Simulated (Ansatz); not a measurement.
Two members of one family (Series TeX2), computed with Ansatz in the gas phase; def2 core potentials for Te, no spin–orbit coupling. The two geometries come from different levels. A negative affinity means that the extra electron isn't bound at that geometry and level; within about 0.2 eV of zero the sign isn't settled. Binding counts from free atoms in the multiplicity of their measured ground term, without zero-point energy. A dash marks a value that wasn't run or was left out as unsound. The structures are stationary points that may keep the symmetry of their start. Remarks come from the PBE and PBE0 runs and from stability tests at other levels; not every state was tested. A HOMO above zero means that the electron is unbound at that level and held by the basis, or that self-interaction error raises the level; the energy of removing that electron tells which.

First: Te(CCH)2 (singlet, charge 0, PBE-D4/def2-SVP geometry).

```xyz
7

Te    0.397   -1.697   -0.336
C     1.582   -0.093    0.134
C     2.369    0.808    0.410
H     3.049    1.615    0.654
C    -1.395   -0.705   -0.292
C    -2.513   -0.196   -0.289
H    -3.490    0.268   -0.281
```

```csv
level,HOMO (eV),LUMO (eV),gap (eV),vertical IE (eV),vertical EA (eV),vertical triplet (eV),binding per atom (eV)
PBE-D4/def2-SVP,-5.27,-2.06,3.21,–,–,–,4.63
PBE-D4/def2-TZVP,-5.40,-2.26,3.14,8.10,–,2.91,4.62
PBE-D4/def2-TZVPD,-5.42,-2.30,3.13,–,-0.01,–,4.62
r2SCAN-D4/def2-TZVPD,-5.61,-2.13,3.48,–,-0.01,–,4.40
PBE0-D4/def2-TZVP,-6.39,-1.41,4.98,8.27,–,3.06,4.44
```

Remarks: HOMO above zero (-1 doublet).

Second: Te(SiH3)2 (singlet, charge 0, r2SCAN-D4/def2-SVP geometry).

Cartesian coordinates in Å:
```
Te 0.800 -1.588 -0.014
Si -0.491 -0.262 -1.711
H 0.184 1.040 -1.996
H -1.880 0.010 -1.234
H -0.534 -1.091 -2.949
Si 0.515 0.214 1.711
H 1.210 -0.265 2.940
H -0.931 0.446 2.003
H 1.127 1.496 1.250
```

Question: Estimate the same table for the second.

Answer: 
```json
{"level": "PBE-D4/def2-SVP", "HOMO (eV)": "-5.43", "LUMO (eV)": "-1.39", "gap (eV)": "4.04", "vertical IE (eV)": "–", "vertical EA (eV)": "–", "vertical triplet (eV)": "–", "binding per atom (eV)": "2.80"}
{"level": "PBE-D4/def2-TZVP", "HOMO (eV)": "-5.54", "LUMO (eV)": "-1.58", "gap (eV)": "3.96", "vertical IE (eV)": "8.36", "vertical EA (eV)": "–", "vertical triplet (eV)": "3.88", "binding per atom (eV)": "2.82"}
{"level": "PBE-D4/def2-TZVPD", "HOMO (eV)": "-5.56", "LUMO (eV)": "-1.65", "gap (eV)": "3.91", "vertical IE (eV)": "–", "vertical EA (eV)": "-0.16", "vertical triplet (eV)": "–", "binding per atom (eV)": "2.82"}
{"level": "r2SCAN-D4/def2-TZVPD", "HOMO (eV)": "-5.79", "LUMO (eV)": "-1.36", "gap (eV)": "4.43", "vertical IE (eV)": "–", "vertical EA (eV)": "-0.33", "vertical triplet (eV)": "–", "binding per atom (eV)": "2.85"}
{"level": "PBE0-D4/def2-TZVP", "HOMO (eV)": "-6.54", "LUMO (eV)": "-0.80", "gap (eV)": "5.74", "vertical IE (eV)": "8.44", "vertical EA (eV)": "–", "vertical triplet (eV)": "4.02", "binding per atom (eV)": "2.81"}
```

Remarks: HOMO above zero (-1 doublet).
